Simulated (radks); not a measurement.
Results of a calculation; reference values are marked as such.
Excited configurations of Ti+: one electron is placed in a higher orbital outside [Ar] 3d2. The ground configuration is [Ar] 3d2 4s1. Code: a radial shooting solver on a logarithmic mesh with Libxc functionals. Model: non-relativistic Kohn-Sham, r2SCAN, spin-unpolarised, spherical densities, point nucleus; meta-GGA in the generalised Kohn-Sham scheme. Excitation = E - E(ground); binding = E(ion) - E, where the ion is the core of charge +2; n* = 2/sqrt(2 binding) in atomic units, and the quantum defect is n - n*.

outer orbital,excitation (eV),binding (eV),quantum defect,eigenvalue (eV),<r> (bohr)
4d,7.758,5.286,0.791,-3.805,6.230
5s,7.141,5.903,1.964,-4.662,7.077
5f,10.834,2.209,0.036,-1.672,15.63
6s,9.654,3.390,1.993,-2.720,12.30
6f,11.482,1.561,0.096,-1.218,23.68
7d,11.572,1.471,0.918,-1.172,27.06

The Delta-SCF ionisation energy is 13.043 eV (NIST Atomic Spectra Database: 13.576 eV, measured). Self-interaction in the functional shifts the binding energies and quantum defects, so they are the method's values and not measured ones. Spin polarisation and multiplet splitting are left out, so open shells lie too high by an amount that depends on their filling.

Beside tabulated values, note that spin-unpolarised runs miss the spin-polarisation part of the exchange energy of open shells.
